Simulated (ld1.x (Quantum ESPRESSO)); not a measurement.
## Transferability test, TM potential for Cl

ld1.x (Quantum ESPRESSO) 7.5 input, shortened:

```
&input
   title='Cl', zed=17., rel=1, dft='PZ', iswitch=3,
   config='[Ne] 3s2 3p3 3d-2'
 /
 &inputp
   pseudotype=2, tm=.true., lloc=2,
   nlcc=.false.
 /
3
2S  1  0   2.00   0.00  0.45  0.45  0.0
2P  2  1   6.00   0.00  0.75  0.75  0.0
3D  3  2  -2.00   0.15  0.70  0.70  0.0
 &test
   configts(1)='2s2 2p6 3s2 3p3'
 /
```

Occupied shells without a wave of their own: 3p, 3s. They enter only through the test configuration that unscreens the potential.

Energies are relative to the spin-unpolarised reference configuration 2s2 2p6 3s2 3p3; without spin polarisation the order of configurations can differ from experiment. Spin-polarised rows fill each open shell by Hund’s rule, majority spin first.

```json
{"valence configuration": "2s2 2p6 3s2 3p5", "charge": "0", "ΔE all-electron (eV)": "-39.500", "error AE − PS (meV)": "-753"}
{"valence configuration": "2s2 2p6 3s2 3p4", "charge": "+1", "ΔE all-electron (eV)": "-25.528", "error AE − PS (meV)": "-458"}
{"valence configuration": "2s2 2p6 3s2 3p2", "charge": "+3", "ΔE all-electron (eV)": "38.395", "error AE − PS (meV)": "+650"}
{"valence configuration": "2s1 2p6 3s2 3p5", "charge": "+1", "ΔE all-electron (eV)": "228.939", "error AE − PS (meV)": "-1645"}
{"valence configuration": "2s2 2p6 3s1 3p6", "charge": "0", "ΔE all-electron (eV)": "-27.451", "error AE − PS (meV)": "-1426"}
{"valence configuration": "2s2 2p5 3s2 3p5", "charge": "+1", "ΔE all-electron (eV)": "170.673", "error AE − PS (meV)": "-935"}
{"valence configuration": "2s2 2p6 3s2 3p3 (spin-polarised)", "charge": "+2", "ΔE all-electron (eV)": "-2.386", "error AE − PS (meV)": "-15"}
{"valence configuration": "2s2 2p6 3s2 3p5 (spin-polarised)", "charge": "0", "ΔE all-electron (eV)": "-39.685", "error AE − PS (meV)": "-755"}
```

(1) What are ΔE and the potential's error for 2s2 2p6 3s2 3p5.3?

The potential misses its own reference levels by up to 0.6 eV.

## Answers

(1) ΔE = -41.672 eV all-electron; the error (AE − PS) is -812 meV.

The 3p, 3s levels have no wave, so the channel is fitted at the deeper level alone: the likely source of the large errors.
